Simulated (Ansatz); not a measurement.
Reaction (formal exchange of groups at a C–F bond): `FCC(F)(F)CF` + `CF` → `FCCC(F)(F)CF` + H–F

Isolated molecules relaxed with PBE0-D4/def2-TZVP in Ansatz; ΔE leaves out vibrations. CCSD(T)/CBS adds triple-zeta CCSD(T) − MP2 to the extrapolated MP2 energy (def2 sets, frozen cores). This one scheme is used for every species. One conformer a species, not always the lowest.

```
       species  CCSD(T)/CBS(def2) energy (Eh)
 `FCC(F)(F)CF`                     -515.71733
          `CF`                     -139.63461
`FCCC(F)(F)CF`                     -554.98154
           H–F                     -100.39570
```

(1) Work out ΔE.

(2) What do rigid-rotor, harmonic-oscillator terms from PBE0-D4/def2-TZVP frequencies (298.15 K, 1 bar) make of the CCSD(T)/CBS value? (An estimate is asked.)

Largest T1 diagnostic among the species: 0.011.

Answers

(1) ΔE = (-554.98154) + (-100.39570) − (-515.71733) − (-139.63461) = -0.02530 Eh = -66.4 kJ/mol.

(2) Ansatz gave: ΔZPE = -3.2 kJ/mol, ΔH = -67.4 kJ/mol, ΔS = -11 J/(mol·K), ΔG = -64.2 kJ/mol.

In def2-TZVPP, CCSD(T) changes the Hartree–Fock value by −25.9 kJ/mol (the triples alone add −2.5 kJ/mol) and MP2 by −34.5 kJ/mol. Leaving LDA and LC-ωPBE aside and taking each functional with its dispersion term where it has one, the values, not all of them listed here, spread over 15.0 kJ/mol, from PBE-QIDH to BLYP-D4. LDA lies −13.0 kJ/mol from PBE without D4. From r2SCAN to r2SCAN0 (25 % exact exchange), in def2-TZVPP and without D4, ΔE moves by −3.4 kJ/mol.
